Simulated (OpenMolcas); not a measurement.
Mn4+: Racah parameters, the spin-orbit constant, worked from levels

```json
{"Program": "OpenMolcas", "Basis": "ANO-RCC-VTZP [6s5p3d2f1g]", "Scalar Hamiltonian": "DKH2, point nucleus", "Active space": "9 electrons in 8 orbitals (RAS1 3p, at most 2 holes; RAS2 3d)", "State averaging": "2S+1 = 4 even, 10 roots; 2S+1 = 2 even, 40 roots", "Spin-orbit coupling": "state interaction with AMFI integrals over the reference wave functions, term energies averaged over their components"}
```

Methods: RASSCF; MS-RASPT2, IPEA 0.25 Eh, imaginary shift 0.1 Eh (closed shells correlated: 3s). Measured levels: Corliss and Sugar, J. Phys. Chem. Ref. Data 6, 1253 (1977).

**Racah parameters.** Above ⁴F, d3 has ⁴P at 15B, ²G at 4B + 3C and ²H at 9B + 3C. The first two fix B and C, and the third tests them; where it misses by thousands of cm-1, two parameters do not describe the configuration (Trees and configuration-interaction terms are left out) and B and C hang on the terms chosen. Term energies are centres of gravity, weighted by 2J + 1.

| Source | ⁴P | ²G | B | C | C/B | ²H from B, C | ²H found |
| --- | --- | --- | --- | --- | --- | --- | --- |
| RASSCF | 18656 | 20368 | 1244 | 5131 | 4.12 | 26589 | 28536 |
| MS-RASPT2 | 16540 | 17668 | 1103 | 4419 | 4.01 | 23184 | 24666 |
| measured | 15975 | 17354 | 1065 | 4365 | 4.10 | 22680 | 24351 |

Energies in cm-1. From RASSCF to MS-RASPT2, B changes by -11.3 % and C by -13.9 %. Against the measured terms, MS-RASPT2 has B off by +3.6 % and C by +1.2 %.

**The spin-orbit constant.** For the Hund term ⁴F of d3, E(J) = (A/2) J(J+1) + constant and ζ = 2S·A = 3A. From J = 3/2 to J = 9/2 the energy changes by 10.5 A.

```csv
Source,E(9/2) - E(3/2),A,ζ
RASSCF,1556.6,148.2,445
MS-RASPT2,1555.0,148.1,444
measured,1412.2,134.5,403
```

All in cm-1. MS-RASPT2 is off by +10.1 % and RASSCF by +10.2 %. Both methods take the spin-orbit matrix elements from the reference wave functions, so the second can move ζ only through the term energies and any multistate remixing. Second-order mixing with other terms is absorbed into this ζ.

CASPT2 breaks the degeneracy within a term, and the mean is taken; among the terms shown or strongly mixed into the levels shown the widest spread is 1200 cm-1 (3d³ ⁴F, MS-RASPT2). Active for correlation alone: 3p; no level in the range computed is led by a configuration that opens it, so any true level of that kind is missing. Without dynamic correlation excited terms often stand tens of per cent too high (terms of higher spin than the ground term too low), and those without a measured partner can miss by more than the paired ones (holds for RASSCF). Computed and measured levels are paired by configuration, term and J; levels that our copy of the source lacks, or whose pairing is in doubt (as where it misses far off the trend of its configuration), stay unpaired and out of the deviations. Levels of configurations outside the active space are missing.
